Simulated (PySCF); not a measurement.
## Osmium: a sound run and one with changed settings

Sound run: Os [Xe] 4f14 5d6 6s2, Os⁺ [Xe] 4f14 5d6 6s1. Computed with PySCF 2.14 in cc-pVTZ-PP with ECP60MDF (5s5p4d2f1g, 63 functions), with scalar relativity through the core potential. In the sound run the correlated levels freeze 5s2 5p6 outside the core potential. The sound run starts from symmetry-adapted Hartree-Fock orbitals and uses a fine grid where one is needed.

Changed run: all electrons correlated in a basis built for the valence shell.

| species | method | sound run (hartree) | changed run (hartree) | converged |
| --- | --- | --- | --- | --- |
| Os | MP2 | -90.25508 | -90.53047 | yes |
| Os⁺ | MP2 | -89.96033 | -90.22764 | yes |

Ionisation energy of Os:

```json
{"method": "UHF", "sound run (eV)": "6.526", "changed run (eV)": "6.526"}
{"method": "MP2", "sound run (eV)": "8.021", "changed run (eV)": "8.240"}
{"method": "SCS-MP2", "sound run (eV)": "8.244", "changed run (eV)": "8.339"}
```

A valence basis has no tight correlating functions, so it recovers only part of the core correlation, and not evenly between atom and ion.

For comparison, NIST gives 8.438 eV between the lowest levels.
